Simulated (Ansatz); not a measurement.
`CB(C)CCl` and `CB(C)[SiH2]N` differ in one atom or group.

Ansatz, PBE0-D4/def2-TZVP geometries, multiplicity 1. Each molecule was computed in one conformer, which needn't be the lowest.

```
                                          property  `CB(C)CCl`
             LUMO energy (ωB97M-V/def2-TZVPP) / eV        1.31
               HOMO energy (B3LYP/def2-TZVPP) / eV       -7.88
               HOMO–LUMO gap (PBE/def2-TZVPP) / eV        5.05
           HOMO–LUMO gap (ωB97M-V/def2-TZVPP) / eV       11.68
               LUMO energy (B3LYP/def2-TZVPP) / eV       -0.90
size of the dipole moment (ωB97M-V/def2-TZVPP) / D        1.75
```

Task: Give the same properties after the change, and the shifts. (Best estimate.)

Result: The calculation gave: 
```csv
property,`CB(C)[SiH2]N`,shift
LUMO energy (ωB97M-V/def2-TZVPP) / eV,0.83,-0.48
HOMO energy (B3LYP/def2-TZVPP) / eV,-6.34,1.54
HOMO–LUMO gap (PBE/def2-TZVPP) / eV,3.16,-1.89
HOMO–LUMO gap (ωB97M-V/def2-TZVPP) / eV,9.56,-2.12
LUMO energy (B3LYP/def2-TZVPP) / eV,-1.31,-0.41
size of the dipole moment (ωB97M-V/def2-TZVPP) / D,1.86,0.11
```

With PBE0 the HOMO rises by 1.58 eV and the LUMO falls by 0.45 eV, so the gap narrows by about 2.03 eV. PBE moves the HOMO by 1.50 eV and ωB97M-V by 1.64 eV. Dipoles are sizes alone; their direction can turn.

B3LYP here is the variant with VWN-RPA as its local correlation; programs differ in this.
